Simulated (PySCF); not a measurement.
Ru+: ionisation energy

Ru+ [Kr] 4d7 (4F) → Ru(2+) [Kr] 4d6 (5D), as a difference of total energies. Calculation: PySCF 2.14, in ANO-RCC-VTZP; scalar relativity by spin-free X2C-1e. Correlated levels: valence: [Kr] frozen; valence and next inner shell: [Ar] 3d10 frozen. The calculations carry no spin-orbit coupling.

| method | ionisation energy (eV) |
| --- | --- |
| UHF | 14.918 |
| LDA | 17.345 |
| PBE | 17.044 |
| PBE0 | 16.774 |
| r2SCAN | 16.755 |
| B3LYP | 17.068 |
| BLYP | 17.112 |
| B97-3 | 16.939 |
| MP2 (valence) | 16.342 |
| SCS-MP2 (valence) | 16.490 |
| MP2 (valence and next inner shell) | 16.450 |
| SCS-MP2 (valence and next inner shell) | 16.418 |

**Question.** How much does correlation contribute at MP2 (valence and next inner shell)?

**Answer.** 16.450 − (14.918) = 1.532 eV, measured against UHF.

A first-order spin-orbit estimate (lowest level to lowest level, LS coupling) adds 0.051 eV.

Errors of the correlated levels include the incompleteness of this basis and the frozen core.

For comparison: 16.76 ± 0.06 eV (semi-empirical (NIST evaluation); NIST Atomic Spectra Database, ionization energies).
